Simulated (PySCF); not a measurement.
# A single-point calculation

[OsOCl4]2+ (singlet). PySCF 2.14.0, RKS B3LYP, Os def2-SVP with ECP60, O def2-SVP, Cl def2-SVP; non-relativistic Hamiltonian with scalar-relativistic core potentials where named; density fitting; no spin-orbit coupling. Purpose: singlet excitations, Tamm-Dancoff B3LYP.

```python
mol = gto.M(atom='''
Os    -0.00000    -0.00000     0.11180
O     -0.00000    -0.00000     1.79603
Cl     2.20543     0.00000    -0.40790
Cl     0.00000     2.20543    -0.40790
Cl    -2.20543     0.00000    -0.40790
Cl    -0.00000    -2.20543    -0.40790''',
    basis={'Os': 'def2-SVP', 'O': 'def2-SVP', 'Cl': 'def2-SVP'},
    ecp={'Os': 'def2-SVP'},
    charge=2, spin=0)
mf = dft.RKS(mol, xc='B3LYP')
mf.grids.atom_grid = (50, 194)
mf = mf.density_fit()  # fitting sets: Os def2-universal-JKFIT, O def2-universal-JKFIT, Cl def2-universal-JKFIT
mf.conv_tol = 1e-08; mf.max_cycle = 55
mf.kernel(dm0)  # dm0: converged density of the relaxed state
td = mf.TDA(); td.nstates = 8; td.kernel()
```

Run from Python with OMP_NUM_THREADS=2; the lines above give its settings. Where DIIS fails, smearing, a level shift and second-order steps follow.
It took 50 s on 2 threads of Arm Neoverse N1, on a shared host, from an already converged density.

Where do the frontier levels lie, over both spins?

HOMO -19.66 eV, LUMO -18.43 eV. The relaxed reference isn't the lowest spin state tried. The gap is small, and the closed shell wasn't tested for a lower spin-broken solution.

What does the SCF print?


```
init E= -2005.26505584641
cycle= 1 E= -2005.25122356141  delta_E= 0.0138  |g|= 0.286  |ddm|= 0.311
cycle= 2 E= -2004.91501481262  delta_E= 0.336  |g|= 1.31  |ddm|= 1.08
cycle= 3 E= -2005.2678916147  delta_E= -0.353  |g|= 0.0191  |ddm|= 0.901
cycle= 4 E= -2005.26714197695  delta_E= 0.00075  |g|= 0.0609  |ddm|= 0.0605
...
cycle= 9 E= -2005.26797815387  delta_E= -1.15e-08  |g|= 6.14e-05  |ddm|= 0.000403
cycle= 10 E= -2005.26797815504  delta_E= -1.16e-09  |g|= 1.01e-05  |ddm|= 9.61e-05
Extra cycle  E= -2005.26797815429  delta_E= 7.45e-10  |g|= 4.78e-05  |ddm|= 7.5e-05
converged SCF energy = -2005.26797815429
```

What are the Mulliken charges and spins?


```csv
atom,charge (e),spin (e)
Os1,0.831,0.000
O2,0.021,0.000
Cl3,0.287,0.000
Cl4,0.287,0.000
Cl5,0.287,0.000
Cl6,0.287,0.000
```

Which singlet excitations follow (Tamm-Dancoff, 8 states)?


```csv
state,eV,oscillator strength
1,0.74,0.0000
2,1.14,0.0000
3,1.14,0.0000
4,1.18,0.0000
5,1.49,0.0192
6,1.49,0.0192
7,1.61,0.0002
8,1.61,0.0002
```
Functionals without range separation put charge-transfer states too low; the basis has no diffuse functions.

The geometry was relaxed with BP86 (Os def2-SVP with ECP60, O def2-SVP, Cl def2-SVP).
